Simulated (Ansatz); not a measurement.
The pair A = HF (SMILES F) (first 2 atoms), B = CH2O2 (SMILES O=CO); geometry from B3LYP-D3(BJ)/def2-TZVP.
(charge 0, multiplicity 1):
```xyz
7

F      0.390     0.001     0.462
H     -0.155    -0.473     1.095
O     -0.690    -0.784     2.617
C     -0.109    -0.034     3.375
O      0.792     0.867     3.027
H     -0.279    -0.032     4.455
H      0.920     0.837     2.052
```

Frozen-core correlation. MP2 and its Hartree–Fock in aug-cc-pVQZ are density fitted.

Codes used: Ansatz (Gaussian orbitals). Each number belongs to the level named beside it.

The counterpoise-corrected interaction energy is E(AB) − E(A in the pair's basis) − E(B in the pair's basis). Total energies (hartree):

```
level                          AB  A in the pair's basis  B in the pair's basis
-------------------  ------------  ---------------------  ---------------------
HF/aug-cc-pVTZ       -288.9160986           -100.0574504           -188.8429422
MP2/aug-cc-pVTZ      -289.8451938           -100.3402182           -189.4865998
HF/aug-cc-pVQZ       -288.9356477           -100.0646656           -188.8551644
MP2/aug-cc-pVQZ      -289.9272350           -100.3683814           -189.5397187
MP2/aug-cc-pVDZ      -289.5991289           -100.2558752           -189.3266748
CCSD(T)/aug-cc-pVDZ  -289.6367084           -100.2638420           -189.3561231
```

### Question
Work out the counterpoise-corrected interaction energy at the basis-set limit: extrapolate the MP2 correlation part as X⁻³, take Hartree–Fock from the larger set, and add the CCSD(T) − MP2 difference of aug-cc-pVDZ.

### Answer

1. Differences (1 hartree = 627.509 kcal/mol): HF/aug-cc-pVTZ -9.856; MP2/aug-cc-pVTZ -11.531; HF/aug-cc-pVQZ -9.926; MP2/aug-cc-pVQZ -12.007; MP2/aug-cc-pVDZ -10.403; CCSD(T)/aug-cc-pVDZ -10.507.
2. Correlation parts, MP2 less HF: -1.675 in aug-cc-pVTZ (X = 3), -2.082 in aug-cc-pVQZ (X = 4).
3. Limit (4³·(-2.082) − 3³·(-1.675))/(4³ − 3³) = -2.378; with HF/aug-cc-pVQZ it gives -12.304.
4. CCSD(T) less MP2 in aug-cc-pVDZ: -0.103.
Result: -12.41 kcal/mol, against -11.53 at MP2/aug-cc-pVTZ. It is an estimate of this method's limit, not of the exact value.

Ansatz is an electronic-structure program.
